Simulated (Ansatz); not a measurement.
Reaction (formal exchange of groups at a B–O bond): `COB(O)O[SiH3]` + `FCCCCl` → `OB(Cl)O[SiH3]` + `COCCCF`

Program: Ansatz. Geometries: PBE0-D4/def2-TZVP. ΔE: electronic, gas phase. CBS: MP2 limit from def2 TZ/QZ plus the TZ coupled-cluster correction, frozen cores. DFT in def2-TZVPP. B3LYP here is the variant with VWN-RPA as its local correlation; programs differ in this. Each species was taken in one conformer, which may not be the lowest.

```json
{"level": "PBE-D4", "ΔE (kJ/mol)": "36.3", "difference from CCSD(T)/CBS": "-7.0"}
{"level": "r2SCAN-D4", "ΔE (kJ/mol)": "39.2", "difference from CCSD(T)/CBS": "-4.1"}
{"level": "PBE0-D4", "ΔE (kJ/mol)": "38.1", "difference from CCSD(T)/CBS": "-5.2"}
{"level": "B3LYP-D4", "ΔE (kJ/mol)": "41.1", "difference from CCSD(T)/CBS": "-2.2"}
{"level": "ωB97X-V", "ΔE (kJ/mol)": "37.9", "difference from CCSD(T)/CBS": "-5.4"}
{"level": "ωB97M-V", "ΔE (kJ/mol)": "40.3", "difference from CCSD(T)/CBS": "-3.0"}
{"level": "B2PLYP", "ΔE (kJ/mol)": "39.9", "difference from CCSD(T)/CBS": "-3.4"}
{"level": "PBE", "ΔE (kJ/mol)": "34.9", "difference from CCSD(T)/CBS": "-8.4"}
{"level": "r2SCAN", "ΔE (kJ/mol)": "39.0", "difference from CCSD(T)/CBS": "-4.3"}
{"level": "PBE0", "ΔE (kJ/mol)": "36.9", "difference from CCSD(T)/CBS": "-6.4"}
{"level": "B3LYP", "ΔE (kJ/mol)": "38.8", "difference from CCSD(T)/CBS": "-4.5"}
{"level": "HF/def2-TZVPP", "ΔE (kJ/mol)": "40.7", "difference from CCSD(T)/CBS": "-2.6"}
{"level": "MP2/def2-TZVPP", "ΔE (kJ/mol)": "40.1", "difference from CCSD(T)/CBS": "-3.2"}
{"level": "SCS-MP2/def2-TZVPP", "ΔE (kJ/mol)": "40.1", "difference from CCSD(T)/CBS": "-3.2"}
{"level": "CCSD/def2-TZVPP", "ΔE (kJ/mol)": "40.5", "difference from CCSD(T)/CBS": "-2.8"}
{"level": "CCSD(T)/def2-TZVPP", "ΔE (kJ/mol)": "40.3", "difference from CCSD(T)/CBS": "-3.0"}
{"level": "HF/def2-QZVPP", "ΔE (kJ/mol)": "41.3", "difference from CCSD(T)/CBS": "-2.0"}
{"level": "MP2/def2-QZVPP", "ΔE (kJ/mol)": "42.0", "difference from CCSD(T)/CBS": "-1.3"}
{"level": "SCS-MP2/def2-QZVPP", "ΔE (kJ/mol)": "42.1", "difference from CCSD(T)/CBS": "-1.2"}
{"level": "HF/CBS(def2)", "ΔE (kJ/mol)": "41.4", "difference from CCSD(T)/CBS": "-1.9"}
{"level": "MP2/CBS(def2)", "ΔE (kJ/mol)": "43.1", "difference from CCSD(T)/CBS": "-0.2"}
{"level": "CCSD/CBS(def2)", "ΔE (kJ/mol)": "43.5", "difference from CCSD(T)/CBS": "0.2"}
{"level": "CCSD(T)/CBS", "ΔE (kJ/mol)": "43.3", "difference from CCSD(T)/CBS": "0"}
```

Largest T1 diagnostic among the species: 0.012.
